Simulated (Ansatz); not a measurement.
# Abstraction of H: GeH4 + SiH(NH2)2 → GeH3 + SiH2(NH2)2

Gas-phase species: GeH4 (germane) `[GeH4]`, singlet; SiH(NH2)2, doublet; GeH3 `[GeH3]`, doublet; SiH2(NH2)2, singlet. A radical takes H: the energy is the difference in strength between the Ge–H bond broken and the Si–H bond made.

Shapes, held fixed at every level: PBE0-D4/def2-TZVP. Flexible molecules stand in one conformer, not always the lowest. Programs: Ansatz 0.2.0. The zero-point and thermal change to 298 K, harmonic and unscaled (PBE0-D4/def2-TZVP), is +0.3 kJ/mol.

```csv
level,kind,ΔH(298 K) (kJ/mol),less CCSD(T)/def2-TZVPP
MP2/def2-SVP,perturbation theory,-35.2,-2.3
SPW92/def2-TZVPP,LDA,-15.4,+17.5
B3LYP-D4/def2-TZVPP,global hybrid,-29.0,+3.9
BHLYP-D4/def2-TZVPP,global hybrid,-35.4,-2.5
PBE0-D4/def2-TZVPP,global hybrid,-26.2,+6.7
CCSD(T)/def2-SVP,coupled cluster or CI,-34.3,-1.4
CCSD/def2-SVP,coupled cluster or CI,-35.8,-2.9
CCSD(T)/def2-TZVPP,coupled cluster or CI,-32.9,0.0
```

The highest level, CCSD(T)/def2-TZVPP, gives ΔH(298 K) = -32.9 kJ/mol; the levels span -35.8 to -15.4. The column of differences is taken from that level and isn't an error. No measured value is set beside it here. Open shells run unrestricted. Relativity is left out for Ge. Outer-core shells of Ge are correlated, in sets that cover them unevenly.
